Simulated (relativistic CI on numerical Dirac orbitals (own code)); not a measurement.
**Spin-allowed bands of a d7 ion in a tetrahedral site, by hand**

Problem. Take Δ = 4600 cm⁻¹ and B = 860 cm⁻¹ for a d7 ion in a tetrahedral site. Calculate the three spin-allowed bands.

Working.
1. The terms of highest spin are 4F (energy 0) and 4P (15B = 12900 cm⁻¹). Here the F term splits into A2 at −1.2Δ = -5520, T2 at −0.2Δ = -920 and T1 at +0.6Δ = 2760 cm⁻¹.
2. The two T1 states mix through the element 0.4Δ: H = [[2760, 1840], [1840, 12900]], with roots ½(H₁₁ + H₂₂) ∓ ½√[(H₂₂ − H₁₁)² + 4H₁₂²] = ½(15660) ∓ ½(10787) = 2436 and 13224 cm⁻¹.
3. The ground term is 4A2 at -5520 cm⁻¹.
4. Bands: 4T2 4600 cm⁻¹ (2174 nm), 4T1(F) 7956 cm⁻¹ (1257 nm), 4T1(P) 18744 cm⁻¹ (534 nm).

Check. Exact diagonalisation of the whole d7 shell with these parameters gives 4T2 4600, 4T1 7956, 4T1 18744 cm⁻¹. The match is exact, since without spin-orbit coupling no other term has this spin. The ratio of the second band to the first, 1.730, depends on Δ/B = 5.3 alone, which is how a Tanabe-Sugano diagram is read.
